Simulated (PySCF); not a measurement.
C2H6F2Sn. Atoms are numbered in the order given.

```xyz
11

Sn     0.4291    -0.2817     0.0000
F      0.7464     0.8911     1.5111
F      0.7464     0.8911    -1.5111
C     -1.6657    -0.7033     0.0000
C     -2.4696     0.5902     0.0000
H      1.7060    -1.4143     0.0000
H     -1.8708    -1.3225    -0.8873
H     -1.8708    -1.3225     0.8873
H     -2.2471     1.2017    -0.8872
H     -3.5506     0.3788     0.0000
H     -2.2471     1.2017     0.8872
```

The structure is a stationary point at PBE0-D3(BJ)/def2-SVP. The structure was generated by enumeration; whether it is a known compound was not checked. The def2 effective core potentials stand for the cores of Sn; spin–orbit coupling is left out. One conformer was computed; it need not be the lowest.

Calculation: PBE0/def2-TZVP (PySCF).

Symmetry labels are those of the subgroup Cs that the program uses (full group Cs).

Task: List the valence orbital energies around the gap with their symmetry. (An estimate is asked for; the answer gives what the named calculation found.)

Result: 
```tsv
orbital	symmetry	energy (eV)
HOMO−7	A'	-11.51
HOMO−6	A'	-11.21
HOMO−5	A'	-10.90
HOMO−4	A"	-10.67
HOMO−3	A"	-10.52
HOMO−2	A"	-10.41
HOMO−1	A'	-10.18
HOMO	A'	-8.66
LUMO	A'	-0.76
LUMO+1	A"	-0.30
LUMO+2	A'	-0.04
LUMO+3	A'	1.06
```
